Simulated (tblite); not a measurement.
Species: C6H14OP2.
Cartesian coordinates in Å at the GFN2-xTB level; atoms count from 1:
```
atom  x, y, z in Å
C1    -2.4800    1.1716   -0.1281
C2    -2.1118   -0.2118   -0.6362
P3    -0.3672   -0.7494   -0.4118
O4    -0.1284   -2.0994   -0.9356
C5     0.0276   -0.5854    1.3763
C6     1.4855   -0.9727    1.5758
P7     2.7233    0.1788    0.8029
C8     2.1530    0.1132   -0.9653
C9     0.7054    0.5245   -1.1904
H10   -2.3311    1.2456    0.9464
H11   -3.5279    1.3766   -0.3393
H12   -1.8820    1.9372   -0.6160
H13   -2.2980   -0.2995   -1.7113
H14   -2.7116   -0.9849   -0.1457
H15   -0.6236   -1.2813    1.9159
H16   -0.1637    0.4275    1.7330
H17    1.7265   -1.0336    2.6427
H18    1.6611   -1.9626    1.1406
H19    2.0246    1.3565    1.1210
H20    2.2956   -0.9182   -1.3058
H21    2.8318    0.7476   -1.5453
H22    0.5098    1.5158   -0.7797
H23    0.4762    0.5311   -2.2611
```

Computed with GFN2-xTB (tblite): harmonic, unscaled wavenumbers at the GFN2-xTB geometry, gas phase. Errors from tens to a few hundred cm⁻¹ against measured bands are possible. Modes of hydrogen on phosphorus can be 10 to 20 % off. One conformer, not necessarily the lowest.

Harmonic wavenumbers (cm⁻¹): 46.6, 76.9, 148.8, 167.9, 175.8, 203.0, 222.6, 262.4, 323.2, 344.1, 351.5, 357.1, 449.5, 623.0, 655.9, 659.4, 680.9, 725.0, 751.4, 761.9, 809.9, 811.6, 824.2, 893.0, 926.4, 971.1, 1006.5, 1041.6, 1045.6, 1070.4, 1081.4, 1087.3, 1121.7, 1148.1, 1206.8, 1239.6, 1252.8, 1262.4, 1267.2, 1268.0, 1285.5, 1408.3, 1417.0, 1424.5, 1434.8, 1438.0, 1441.1, 1498.3, 1502.9, 2215.2, 2920.9, 2923.3, 2923.8, 2929.5, 2932.0, 2943.1, 2943.8, 2944.7, 2967.0, 2971.6, 3026.2, 3039.0, 3043.8.

A = 1919, B = 794.4, C = 792.6 MHz; mass 164.052 u (most abundant isotopes); point group Cs, symmetry number 1.

**Question.** Zero-point energy?

**Answer.** ½Σν̃ = 41448 cm⁻¹ = 118.51 kcal/mol.

**Question.** Give the ideal-gas entropy at 298.15 K and 1 bar in the rigid-rotor, harmonic-oscillator model (classical rotation).

**Answer.** Translation 41.22, rotation 29.97, vibration 31.82: S = 103.0 cal/(mol K).

**Question.** And Cp and H(298.15 K) − H(0)?

**Answer.** Cp = 44.19 cal/(mol K), of which vibrations give 36.24 (their classical limit is 63 R = 125.2); H(298.15 K) − H(0) = 7.59 kcal/mol without the zero-point energy, 5.22 from vibrations.

**Question.** Blend soft modes into free rotors: weight 1/[1 + (100 cm⁻¹/ν̃)⁴] for the oscillator and the rest for a rotor with moment μB/(μ + B), μ = h/(8π²ν), B = 10⁻⁴⁴ kg m². What vibrational entropy results?

**Answer.** 29.87 cal/(mol K) in place of 31.82, which changes −T·S at 298.15 K by +0.58 kcal/mol.

**Question.** What must be added to the electronic energy to get the Gibbs energy at 298.15 K and 1 bar?

**Answer.** ZPE + [H(298.15 K) − H(0)] − T·S = 118.51 + 7.59 − 30.71 = 95.39 kcal/mol.

Hindered rotation and anharmonicity are outside this model. Other conformers, if any are populated, would add a mixing term that is left out.

On Arm Neoverse V1, one thread, shared host with 32 logical CPUs at a one-minute load of 14, this took 1.2 s wall. This covers the Hessian and the dipole derivatives.
